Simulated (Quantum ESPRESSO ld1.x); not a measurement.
Input file for ld1.x (Quantum ESPRESSO 7.5):

```
 &input
    zed=68.0,
    iswitch=1,
    rel=1,
    dft='REVPBE',
    config='[Kr] 4d1',
    verbosity='high',
    prefix='ld1',
    max_out_wfc=37,
    file_charge='ld1.rho',
 /
```

Output (excerpt):

```
     Program LD1 v.7.5 starts

     --------------------------- All-electron run ----------------------------

     scalar relativistic calculation

     atomic number is 68.00
     dft =REVPBE   lsd =0 sic =0 latt =0  beta=0.20 tr2=1.0E-14
     Exchange-correlation= REVPBE
                           (   1   4   4   4   0   0   0)
     mesh =2105 r(mesh) = 100.73490 a.u. xmin = -8.00 dx = 0.00800
     1 Ry =  13.60569312 eV, c = 137.03599908

     n l     nl                  e(Ry)          e(Ha)          e(eV)
     1 0     1S 1( 2.00)   -4303.980237622   -2151.990118811 -58558.6343205
     2 0     2S 1( 2.00)    -795.378409192    -397.689204596 -10821.6745521
     2 1     2P 1( 6.00)    -713.490284176    -356.745142088  -9707.5298527
     3 0     3S 1( 2.00)    -242.956946350    -121.478473175  -3305.5976541
     3 1     3P 1( 6.00)    -218.018142378    -109.009071189  -2966.2879404
     4 0     4S 1( 2.00)    -106.100383325     -53.050191663  -1443.5692558
     4 1     4P 1( 6.00)     -96.958211529     -48.479105764  -1319.1836718
     3 2     3D 1(10.00)    -187.397936897     -93.698968449  -2549.6788213
     4 2     4D 1( 1.00)     -85.227183781     -42.613591891  -1159.5749083

     final scf error:  8.0E-15 reached in  26 iterations

     Etot =  -25166.372117 Ry,  -12583.186059 Ha, -342405.936043 eV

     Ekin =   27377.810808 Ry,   13688.905404 Ha,  372494.092235 eV
     Encl =  -58359.613667 Ry,  -29179.806834 Ha, -794022.994332 eV
     Eh   =    6280.423908 Ry,    3140.211954 Ha,   85449.520371 eV
     Exc  =    -464.993166 Ry,    -232.496583 Ha,   -6326.554318 eV
```

Run on one thread of a shared host, so times are rough (Intel(R) Xeon(R) Processor @ 2.60GHz): 0.49 s of CPU time, 1.5 s wall, 26 iterations on 2105 mesh points.
